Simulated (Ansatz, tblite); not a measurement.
Cost and result up the ladder for GeEt3(NHMe) (C7H19GeN) (28 atoms). Total charge 0; singlet. Geometry: r2SCAN-D4/def2-SVP.

| atom | x (Å) | y (Å) | z (Å) |
| --- | --- | --- | --- |
| Ge1 | -0.032 | -0.017 | 0.025 |
| C2 | 0.836 | 1.682 | -0.432 |
| C3 | 0.398 | 2.224 | -1.793 |
| H4 | 1.931 | 1.539 | -0.395 |
| H5 | 0.602 | 2.407 | 0.369 |
| H6 | 0.849 | 3.206 | -2.013 |
| H7 | 0.686 | 1.542 | -2.610 |
| H8 | -0.697 | 2.337 | -1.841 |
| C9 | 0.660 | -0.734 | 1.729 |
| C10 | 0.417 | 0.209 | 2.907 |
| H11 | 1.737 | -0.949 | 1.612 |
| H12 | 0.172 | -1.709 | 1.906 |
| H13 | 0.754 | -0.222 | 3.864 |
| H14 | 0.949 | 1.166 | 2.777 |
| H15 | -0.654 | 0.448 | 3.014 |
| C16 | 0.184 | -1.337 | -1.412 |
| C17 | 1.649 | -1.634 | -1.738 |
| H18 | -0.347 | -0.950 | -2.299 |
| H19 | -0.340 | -2.264 | -1.121 |
| H20 | 1.749 | -2.369 | -2.553 |
| H21 | 2.188 | -0.725 | -2.054 |
| H22 | 2.187 | -2.041 | -0.866 |
| N23 | -1.835 | 0.389 | 0.137 |
| C24 | -2.797 | -0.640 | 0.482 |
| H25 | -2.019 | 1.260 | 0.632 |
| H26 | -3.830 | -0.303 | 0.278 |
| H27 | -2.632 | -1.531 | -0.147 |
| H28 | -2.768 | -0.985 | 1.540 |

Ansatz on 4 threads of Intel Xeon Platinum 8259CL on a shared host; xTB runs through tblite on one thread. Times are rough, summed over both states, and most runs start from the orbitals of an earlier one. r2SCAN0-D4/def2-TZVP serves as the yardstick here, not as an exact answer. The other state is a doublet.

The xTB rows come from tblite.

Raw xTB energies of ions are shifted by several eV.

```json
{"level": "GFN2-xTB", "functions": "60", "wall time": "0.068 s"}
{"level": "GFN1-xTB", "functions": "79", "wall time": "0.19 s"}
{"level": "PBE-D4/def2-TZVP", "functions": "410", "wall time": "27 s"}
{"level": "PBE0-D4/def2-TZVP", "functions": "410", "wall time": "77 s"}
{"level": "r2SCAN0-D4/def2-TZVP (with forces)", "functions": "410", "wall time": "1.7 min"}
```

(1) Estimate what each level gives for the vertical IE (eV).

Answers

(1) 
```tsv
level	vertical IE (eV)	difference from r2SCAN0-D4/def2-TZVP (eV)
GFN2-xTB	12.30	4.38
GFN1-xTB	13.08	5.16
PBE-D4/def2-TZVP	7.67	-0.25
PBE0-D4/def2-TZVP	7.94	0.02
r2SCAN0-D4/def2-TZVP (with forces)	7.92	0.00
```
